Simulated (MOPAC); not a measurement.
MOPAC input (MNDO):

```
MNDO 1SCF UHF MS=0.5 GEO-OK AUX(PRECISION=9) THREADS=1
C2H9N2Si

C    -1.46902500 1   -0.48915200 1   -1.00461300 1
Si   -0.00903100 1    0.00510700 1    0.06285600 1
C     1.64148100 1   -0.30843800 1   -0.77051000 1
N     0.01083400 1   -0.93896400 1    1.55182400 1
N    -0.14924700 1    1.69443500 1    0.36314200 1
H    -1.42284000 1   -1.54754800 1   -1.26856300 1
H    -2.41556300 1   -0.31798100 1   -0.48691000 1
H    -1.48058000 1    0.09310800 1   -1.92819700 1
H     1.78414600 1   -1.36715700 1   -0.99406400 1
H     2.46953000 1    0.01316400 1   -0.13567800 1
H     1.69383400 1    0.25243800 1   -1.70616200 1
H    -0.09499600 1   -1.94583100 1    1.39911400 1
H    -1.05024300 1    2.07673900 1    0.60793700 1
H     0.57729900 1    2.16882100 1    0.87851700 1
```

Output:

```
 *******************************************************************************
 **                                                                           **
 **                              MOPAC v23.2.5                                **
 **                                                                           **
 *******************************************************************************
 ** MOPAC's Digital Object Identifier: https://doi.org/10.5281/zenodo.6511958 **
 **                                                                           **
 ** Please cite the open-source release paper for use of this MOPAC version:  **
 ** J. E. Moussa and J. J. P. Stewart (2026)                                  **
 ** MOPAC: An open-source semiempirical molecular orbital program             **
 ** J. Open Source Softw., 11(119), 8025, https://doi.org/10.21105/joss.08025 **
 *******************************************************************************

                              MNDO CALCULATION RESULTS

 *******************************************************************************
 *  MNDO       - The MNDO Hamiltonian to be used
 *  GEO-OK     - OVERRIDE INTERATOMIC DISTANCE AND OTHER SAFETY CHECKS
 *  UHF        - UNRESTRICTED HARTREE-FOCK CALCULATION
 *  MS=        - IN MECI, MAGNETIC COMPONENT OF SPIN =  0.5
 *  1SCF       - DO 1 SCF AND THEN STOP
 *  AUX        - OUTPUT AUXILIARY INFORMATION
 *******************************************************************************
MNDO 1SCF UHF MS=0.5 GEO-OK AUX(PRECISION=9) THREADS=1
 C2H9N2Si

   ATOM   CHEMICAL          X               Y               Z
  NUMBER   SYMBOL      (ANGSTROMS)     (ANGSTROMS)     (ANGSTROMS)

     1       C         -1.46902500  *  -0.48915200  *  -1.00461300  *
     2      Si         -0.00903100  *   0.00510700  *   0.06285600  *
     3       C          1.64148100  *  -0.30843800  *  -0.77051000  *
     4       N          0.01083400  *  -0.93896400  *   1.55182400  *
     5       N         -0.14924700  *   1.69443500  *   0.36314200  *
     6       H         -1.42284000  *  -1.54754800  *  -1.26856300  *
     7       H         -2.41556300  *  -0.31798100  *  -0.48691000  *
     8       H         -1.48058000  *   0.09310800  *  -1.92819700  *
     9       H          1.78414600  *  -1.36715700  *  -0.99406400  *
    10       H          2.46953000  *   0.01316400  *  -0.13567800  *
    11       H          1.69383400  *   0.25243800  *  -1.70616200  *
    12       H         -0.09499600  *  -1.94583100  *   1.39911400  *
    13       H         -1.05024300  *   2.07673900  *   0.60793700  *
    14       H          0.57729900  *   2.16882100  *   0.87851700  *

          CARTESIAN COORDINATES

    NO.       ATOM           X           Y           Z

     1         C         -1.4690     -0.4892     -1.0046
     2        Si         -0.0090      0.0051      0.0629
     3         C          1.6415     -0.3084     -0.7705
     4         N          0.0108     -0.9390      1.5518
     5         N         -0.1492      1.6944      0.3631
     6         H         -1.4228     -1.5475     -1.2686
     7         H         -2.4156     -0.3180     -0.4869
     8         H         -1.4806      0.0931     -1.9282
     9         H          1.7841     -1.3672     -0.9941
    10         H          2.4695      0.0132     -0.1357
    11         H          1.6938      0.2524     -1.7062
    12         H         -0.0950     -1.9458      1.3991
    13         H         -1.0502      2.0767      0.6079
    14         H          0.5773      2.1688      0.8785

  H: (MNDO): M.J.S. DEWAR, W. THIEL, J. AM. CHEM. SOC., 99, 4899, (1977)
  C: (MNDO): M.J.S. DEWAR, W. THIEL, J. AM. CHEM. SOC., 99, 4899, (1977)
  N: (MNDO): M.J.S. DEWAR, W. THIEL, J. AM. CHEM. SOC., 99, 4899, (1977)
 Si: (MNDO): M.J.S.DEWAR, ET. AL. ORGANOMETALLICS  5, 375 (1986)

           Empirical Formula: C2 H9 N2 Si  =    14 atoms

      MOLECULAR POINT GROUP   :   C1

          UHF CALCULATION, NO. OF ALPHA ELECTRONS =   16
                           NO. OF BETA  ELECTRONS =   15

 -------------------------------------------------------------------------------
 MNDO 1SCF UHF MS=0.5 GEO-OK AUX(PRECISION=9) THREADS=1
 C2H9N2Si

     1SCF WAS SPECIFIED, SO BFGS WAS NOT USED
     SCF FIELD WAS ACHIEVED

                              MNDO CALCULATION
                                                       MOPAC v23.2.5 Linux

          FINAL HEAT OF FORMATION =        -14.58537 KCAL/MOL =     -61.02518 KJ/MOL

          COSMO AREA              =        133.63 SQUARE ANGSTROMS
          COSMO VOLUME            =        125.78 CUBIC ANGSTROMS

          IONIZATION POTENTIAL    =         10.020137 EV
          ALPHA SOMO LUMO (EV)    =        -10.200  2.126
          BETA  SOMO LUMO (EV)    =        -10.020  0.417
          NO. OF ALPHA ELECTRONS  =         16
          NO. OF BETA  ELECTRONS  =         15
          MOLECULAR WEIGHT        =         89.1920         POINT GROUP:  C1

          MOLECULAR DIMENSIONS (Angstroms)

            Atom       Atom       Distance
            H    10    H     7     4.90889
            H    13    H    12     4.14464
            H    11    N     4     3.12923

          SCF CALCULATIONS        =          1

   ATOM   CHEMICAL          X               Y               Z
  NUMBER   SYMBOL      (ANGSTROMS)     (ANGSTROMS)     (ANGSTROMS)

     1       C         -1.46902500  *  -0.48915200  *  -1.00461300  *
     2      Si         -0.00903100  *   0.00510700  *   0.06285600  *
     3       C          1.64148100  *  -0.30843800  *  -0.77051000  *
     4       N          0.01083400  *  -0.93896400  *   1.55182400  *
     5       N         -0.14924700  *   1.69443500  *   0.36314200  *
     6       H         -1.42284000  *  -1.54754800  *  -1.26856300  *
     7       H         -2.41556300  *  -0.31798100  *  -0.48691000  *
     8       H         -1.48058000  *   0.09310800  *  -1.92819700  *
     9       H          1.78414600  *  -1.36715700  *  -0.99406400  *
    10       H          2.46953000  *   0.01316400  *  -0.13567800  *
    11       H          1.69383400  *   0.25243800  *  -1.70616200  *
    12       H         -0.09499600  *  -1.94583100  *   1.39911400  *
    13       H         -1.05024300  *   2.07673900  *   0.60793700  *
    14       H          0.57729900  *   2.16882100  *   0.87851700  *

                             CARTESIAN COORDINATES

   1    C       -1.469025000    -0.489152000    -1.004613000
   2   Si       -0.009031000     0.005107000     0.062856000
   3    C        1.641481000    -0.308438000    -0.770510000
   4    N        0.010834000    -0.938964000     1.551824000
   5    N       -0.149247000     1.694435000     0.363142000
   6    H       -1.422840000    -1.547548000    -1.268563000
   7    H       -2.415563000    -0.317981000    -0.486910000
   8    H       -1.480580000     0.093108000    -1.928197000
   9    H        1.784146000    -1.367157000    -0.994064000
  10    H        2.469530000     0.013164000    -0.135678000
  11    H        1.693834000     0.252438000    -1.706162000
  12    H       -0.094996000    -1.945831000     1.399114000
  13    H       -1.050243000     2.076739000     0.607937000
  14    H        0.577299000     2.168821000     0.878517000

           Empirical Formula: C2 H9 N2 Si  =    14 atoms

      MOLECULAR POINT GROUP   :   C1

          ALPHA EIGENVALUES
 -35.37455 -30.95583 -29.94044 -29.57579 -16.91656 -16.69799 -15.46724 -14.36573
 -14.15791 -14.06176 -14.03255 -13.20594 -12.60124 -11.33073 -11.00733 -10.20027
   2.12621   2.18843   2.40980   2.59852   4.09012   4.13614   4.20188   4.25622
   5.15355   5.77048   5.84238   5.92706   6.43528

           BETA EIGENVALUES
 -35.03791 -30.63909 -29.54571 -28.00284 -16.90914 -16.51646 -15.20837 -14.34013
 -14.08135 -14.04840 -13.97997 -12.94488 -11.45015 -10.79004 -10.02014   0.41691
   2.24552   2.52878   2.60508   2.86766   4.10223   4.14949   4.21667   4.28068
   5.52100   5.84618   5.86273   5.94294   6.44005

              NET ATOMIC CHARGES AND DIPOLE CONTRIBUTIONS

  ATOM NO.   TYPE          CHARGE      No. of ELECS.   s-Pop       p-Pop
    1          C          -0.282617        4.2826     1.25577     3.02685
    2         Si           1.271424        2.7286     0.96196     1.76661
    3          C          -0.277725        4.2777     1.25511     3.02261
    4          N          -0.459482        5.4595     1.79458     3.66490
    5          N          -0.638981        5.6390     1.56374     4.07524
    6          H          -0.000424        1.0004     1.00042
    7          H           0.004827        0.9952     0.99517
    8          H           0.013541        0.9865     0.98646
    9          H          -0.000430        1.0004     1.00043
   10          H           0.008109        0.9919     0.99189
   11          H           0.010048        0.9900     0.98995
   12          H           0.088120        0.9119     0.91188
   13          H           0.130487        0.8695     0.86951
   14          H           0.133104        0.8669     0.86690
 DIPOLE           X         Y         Z       TOTAL
 POINT-CHG.    -0.121    -0.140    -0.449     0.485
 HYBRID        -0.244    -0.363    -0.232     0.495
 SUM           -0.365    -0.503    -0.680     0.921

          ATOMIC ORBITAL ELECTRON POPULATIONS

     Atom    s        px        py        pz
    1  C   1.25577   1.06065   0.95096   1.01524
    2 Si   0.96196   0.63320   0.55573   0.57768
    3  C   1.25511   1.09351   0.94104   0.98806
    4  N   1.79458   1.00581   1.11648   1.54262
    5  N   1.56374   1.06991   1.29815   1.70717
    6  H   1.00042
    7  H   0.99517
    8  H   0.98646
    9  H   1.00043
   10  H   0.99189
   11  H   0.98995
   12  H   0.91188
   13  H   0.86951
   14  H   0.86690

                    (SZ)    =    0.500000
                    (S**2)  =    0.755889

          ATOMIC ORBITAL SPIN POPULATIONS

    Atom   Total    s     px     py     pz
         Atomic
    1  C  0.0193  0.002  0.009  0.002  0.006
    2 Si -0.0709 -0.011 -0.018 -0.012 -0.030
    3  C  0.0317  0.004  0.019  0.002  0.007
    4  N  1.0671  0.026  0.964  0.041  0.036
    5  N -0.0039 -0.000 -0.000 -0.001 -0.003
    6  H -0.0008 -0.001
    7  H -0.0012 -0.001
    8  H -0.0012 -0.001
    9  H -0.0015 -0.001
   10  H -0.0017 -0.002
   11  H -0.0015 -0.001
   12  H -0.0353 -0.035
   13  H -0.0001 -0.000
   14  H  0.0000  0.000

 **********************
 *                    *
 * JOB ENDED NORMALLY *
 *                    *
 **********************

 == MOPAC DONE ==
```

The geometry given is a B3LYP-D3(BJ)/def2-TZVP minimum.
